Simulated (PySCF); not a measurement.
C₇H₁₉NSi.
SMILES with atom numbers: `[CH3:1][CH:2]([CH3:3])[C@H:4]([CH3:5])[SiH2:6][N:7]([CH3:8])[CH3:9]` (hydrogens: H10, H11, H12 on C1; H13 on C2; H14, H15, H16 on C3; H17 on C4; H18, H19, H20 on C5; H21, H22 on Si6; H23, H24, H25 on C8; H26, H27, H28 on C9)

A GFN2-xTB structure was refined with PBE0-D3(BJ)/def2-SVP geometry optimisation, gas phase (PySCF). Its GFN2-xTB values:

| coordinate | GFN2-xTB |
| --- | --- |
| C1–C2 | 1.526 Å |
| C1–H10 | 1.087 Å |
| C2–C3 | 1.530 Å |
| C2–C4 | 1.540 Å |
| C2–H13 | 1.096 Å |
| C3–H14 | 1.089 Å |
| C4–C5 | 1.526 Å |
| C4–Si6 | 1.907 Å |
| C4–H17 | 1.097 Å |
| C5–H18 | 1.088 Å |
| Si6–N7 | 1.721 Å |
| Si6–H21 | 1.466 Å |
| Si6–H22 | 1.479 Å |
| N7–C8 | 1.440 Å |
| C8–H23 | 1.094 Å |
| C8–H25 | 1.097 Å |
| C1–C2–C3 | 109.9° |
| C1–C2–C4 | 112.7° |
| C2–C4–C5 | 113.3° |
| C4–Si6–N7 | 109.0° |
| C5–C4–Si6 | 109.2° |
| Si6–N7–C8 | 120.1° |
| Si6–N7–C9 | 122.2° |
| C8–N7–C9 | 111.6° |
| C1–C2–C4–C5 | 51° |
| C2–C4–Si6–N7 | -50° |
| C4–Si6–N7–C8 | 163° |

Q: How do these coordinates change at the PBE0-D3(BJ)/def2-SVP level?

A: 
```
  coordinate  PBE0-D3(BJ)/def2-SVP (Å or °)  change
     Si6–H21                          1.496  +0.030
     Si6–H22                          1.507  +0.028
      Si6–N7                          1.742  +0.021
      C1–H10                          1.101  +0.014
      C5–H18                          1.102  +0.014
      C8–H25                          1.110  +0.013
      C3–H14                          1.102  +0.013
      C8–H23                          1.107  +0.013
      C4–Si6                          1.896  -0.011
      C4–H17                          1.108  +0.011
      C2–H13                          1.105  +0.009
       C4–C5                          1.530  +0.004
       C2–C3                          1.526  -0.004
       C2–C4                          1.543  +0.003
       N7–C8                          1.439  -0.001
       C1–C2                          1.526   0.000
   Si6–N7–C8                          122.7    +2.6
    C8–N7–C9                          113.8    +2.2
   C4–Si6–N7                          111.1    +2.1
   Si6–N7–C9                          120.3    -1.9
    C2–C4–C5                          115.1    +1.8
    C1–C2–C3                          110.8    +0.9
    C1–C2–C4                          113.2    +0.5
   C5–C4–Si6                          109.6    +0.4
C4–Si6–N7–C8                            144     -19
 C1–C2–C4–C5                             59      +8
C2–C4–Si6–N7                            -47      +3
```

The energy falls by 12.2 kJ/mol over 8 energy and gradient evaluations, the largest force component goes from 0.0137 to 2.9e-04 Eh/bohr, and the atoms move by 0.232 Å rms after alignment. The bond that changes most is Si6–H21 (SiH2 silicon to Si–H hydrogen), which lengthens by 0.030 Å. Bonds longer at the end by more than 0.005 Å: 20 of 27; shorter: 1. Among the dihedrals that turn most is H21–Si6–N7–C8, from 42° to 22°. Rotational constants go from 1944, 803.0, 725.3 to 1878, 797.9, 733.7 MHz.

The run used 225 basis functions and 52 SCF cycles in all. Cost: about 10 min of CPU time on one thread; the machine was shared, so the figure is rough.

Not checked by PBE0-D3(BJ)/def2-SVP frequencies. The numbers are those of one conformer.
